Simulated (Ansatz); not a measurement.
Program: Ansatz. Geometries: PBE0-D4/def2-TZVP. ΔE: electronic, gas phase. CCSD(T)/CBS is the MP2 limit (def2-TZVPP, def2-QZVPP) plus CCSD(T) − MP2 in def2-TZVPP, frozen cores. DFT in def2-TZVPP. B3LYP here is the variant with VWN-RPA as its local correlation; programs differ in this. One conformer a species, not always the lowest.

`[CH3][AlH][CH2]CCl` + `CBN` → `CB[NH][AlH][CH3]` + `CCCl`  (ligand exchange at the Al–C bond)

`[CH3][AlH][CH2]CCl`:

Z-matrix (Å, degrees):
```
C
Al 1 1.951
H 1 1.094 2 111.9
H 1 1.097 2 109.8 3 117.8
H 1 1.093 2 113.3 3 -122.8
C 2 1.972 1 121.9 3 145.1
H 2 1.591 1 120.9 3 -36.4
C 6 1.502 2 115.5 1 -2.3
H 6 1.097 2 107.8 1 -126.2
H 6 1.098 2 107.4 1 121.2
Cl 8 1.806 6 113.1 2 179.4
H 8 1.090 6 112.5 2 -61.9
H 8 1.090 6 112.5 2 60.6
```

`CBN`:

```xyz
9

C    -0.135   -0.862   -0.789
B    -0.447    0.339    0.169
N     0.536    0.926    0.960
H    -0.393   -0.602   -1.822
H    -0.763   -1.723   -0.539
H     0.909   -1.190   -0.775
H    -1.557    0.795    0.251
H     0.356    1.697    1.580
H     1.495    0.619    0.964
```

`CB[NH][AlH][CH3]`:

Z-matrix (Å, degrees):
```
C
B 1 1.569
H 1 1.096 2 109.7
H 1 1.092 2 115.5 3 122.5
H 1 1.096 2 109.7 3 -115.0
N 2 1.413 1 123.7 3 -122.5
H 2 1.207 1 118.6 3 57.5
Al 6 1.805 2 131.4 1 -0.0
H 6 1.012 2 113.3 1 -180.0
C 8 1.948 6 118.0 2 -179.8
H 8 1.582 6 119.5 2 0.1
H 10 1.095 8 110.8 6 120.5
H 10 1.095 8 110.8 6 -121.9
H 10 1.093 8 113.4 6 -0.6
```

`CCCl`:

```xyz
8

C     0.275    0.531    0.528
C    -0.362   -0.370   -0.498
Cl    0.565   -1.886   -0.702
H    -0.315    1.446    0.629
H     1.288    0.805    0.233
H     0.320    0.042    1.503
H    -0.401    0.098   -1.481
H    -1.370   -0.666   -0.211
```

| level | ΔE (kcal/mol) |
| --- | --- |
| PBE-D4 | -18.9 |
| ωB97X-V | -21.2 |
| PBE | -18.8 |
| r2SCAN | -20.8 |
| B3LYP | -21.1 |
| CCSD/def2-TZVPP | -22.2 |
| HF/CBS(def2) | -24.1 |
| CCSD/CBS(def2) | -21.9 |

Problem. What does CCSD(T)/CBS give? (Estimate.)

Solution. The calculation gave: -21.6 kcal/mol. The listed levels differ from it by 2.7, 0.4, 2.8, 0.8, 0.5, -0.6, -2.5, -0.3 kcal/mol.

Largest T1 diagnostic among the species: 0.011.

From PBE to PBE0 (25 % exact exchange), in def2-TZVPP and without D4, ΔE moves by −1.0 kcal/mol. In def2-TZVPP, CCSD(T) changes the Hartree–Fock value by +2.1 kcal/mol (the triples alone add +0.3 kcal/mol) and MP2 by +1.8 kcal/mol.
